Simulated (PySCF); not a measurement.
In(H)(Cl)(Et) (C2H6ClIn), SMILES C[CH2][InH][Cl].

Geometry optimised at B3LYP-D3(BJ)/def2-SVP. The structure was generated by enumeration; whether it is a known compound was not checked. The def2 effective core potentials stand for the cores of In; spin–orbit coupling is left out. The values are those of a single conformer.

Two levels are set side by side: TDDFT-PBE/def2-SVPD (PySCF) and TDDFT-B3LYP/def2-SVPD (PySCF). Vertical, same geometry. The lowest singlet is HOMO→LUMO 100 % with PBE and HOMO→LUMO 100 % with the other functional; states are paired by order. Differences are taken from unrounded values.

```csv
quantity,TDDFT-PBE
lowest singlet excitation (eV),4.13
lowest triplet excitation (TDA) (eV),3.95
first bright state (f over 0.05) (eV),5.28
its oscillator strength,0.08
```

Task: These are the TDDFT-PBE values. What does TDDFT-B3LYP give? (The exact figures need the calculation; the answer reports its results.)

Result: 
```json
[
 {"quantity": "lowest singlet excitation (eV)", "TDDFT-B3LYP": "4.44", "TDDFT-PBE minus TDDFT-B3LYP": "-0.31"},
 {"quantity": "lowest triplet excitation (TDA) (eV)", "TDDFT-B3LYP": "4.22", "TDDFT-PBE minus TDDFT-B3LYP": "-0.28"},
 {"quantity": "first bright state (f over 0.05) (eV)", "TDDFT-B3LYP": "5.73", "TDDFT-PBE minus TDDFT-B3LYP": "-0.46"},
 {"quantity": "its oscillator strength", "TDDFT-B3LYP": "0.14", "TDDFT-PBE minus TDDFT-B3LYP": "-0.06"}
]
```

A lower first singlet is the usual sign of a functional without exact exchange. Differences between two approximate levels are no errors against the true value.

Rough cost on one machine, each run with all the roots and properties that it gave: TDDFT-B3LYP against TDDFT-PBE about 3 times.
